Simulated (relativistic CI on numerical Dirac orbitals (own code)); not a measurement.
**Sensitivity of the levels of Hf IV to α and to the nuclear radius**

Calculated at this level of theory: Dirac-Coulomb-Breit CI, separate exchange-only KLI orbitals for each configuration, valence Slater integrals scaled by 0.85, P86 correlation energy added to each configuration, derivatives by finite differences, QED left out (own radial code, finite nucleus).

Configuration list (outside the closed core [Kr] 4d10 5s2): 4f14 5p6 5d, 4f14 5p6 6s, 4f14 5p6 6p, 4f14 5p6 5f, 4f13 5p6 5d2, 4f14 5p6 6d, 4f13 5p6 5d 6s, 4f14 5p5 5d2. Levels of other configurations are missing.

With x = (α/α₀)² − 1 an excitation energy changes as ω = ω₀ + qx; K = 2q/ω₀ is the relative enhancement. Terms are leading LS components, so labels can repeat. The field-shift factor is F = δν/δ⟨r²⟩ for the transition from the lowest level.

Lowest level 4f14 5p6 5d 2D_3/2.

```
                Level  ω₀ (cm⁻¹)  q (cm⁻¹)  F (GHz/fm²)
   4f14 5p6 5d 2D_5/2     3918.6      3255        0.593
   4f14 5p6 6s 2S_1/2    21923.0    -24920         38.9
  4f14 5p6 6p 2P°_1/2    67846.0    -19310         8.18
  4f14 5p6 6p 2P°_3/2    76806.8     -8314         6.73
 4f13 5p6 5d2 4D°_5/2   123041.8    -56670           22
 4f13 5p6 5d2 4F°_7/2   123242.4    -56980         22.1
 4f13 5p6 5d2 4P°_3/2   123484.4    -56690         21.9
4f13 5p6 5d2 2I°_11/2   125292.8    -57120           22
 4f13 5p6 5d2 4F°_9/2   125847.0    -55240         22.2
 4f13 5p6 5d2 4F°_9/2   127216.3    -55270         22.4
 4f13 5p6 5d2 4P°_1/2   127345.9    -53420         22.4
4f13 5p6 5d2 4I°_13/2   128132.9    -53700         22.4
 4f13 5p6 5d2 4D°_7/2   128221.8    -53930         22.6
 4f13 5p6 5d2 4P°_5/2   128454.1    -52950         22.5
 4f13 5p6 5d2 4S°_3/2   128724.4    -53080         22.4
4f13 5p6 5d2 4H°_11/2   129588.7    -53660         22.4
 4f13 5p6 5d2 2G°_7/2   130639.6    -53120         22.8
4f13 5p6 5d2 4I°_15/2   130756.7    -51540         22.7
 4f13 5p6 5d2 4G°_9/2   132134.8    -52700         22.7
4f13 5p6 5d2 4H°_13/2   132631.3    -50910         22.8
4f13 5p6 5d2 4G°_11/2   132845.1    -52480           23
 4f13 5p6 5d2 2S°_1/2   132887.4    -49270         22.9
 4f13 5p6 5d2 2P°_3/2   132972.3    -49810         22.6
```

Correlation outside the listed configurations is missing or only estimated: errors of thousands of cm⁻¹ between configurations and terms are usual at this charge. Rates and lifetimes follow the computed energies and can be off by large factors. The fine structure of a lone outer electron comes out too small, for d and f at times inverted, and misplaced configurations move strength between like terms.

Task: Which transition from the lowest level has the largest |K|?

Result: 4f14 5p6 6s 2S_1/2 at 21923.0 cm⁻¹, K = -2.27.
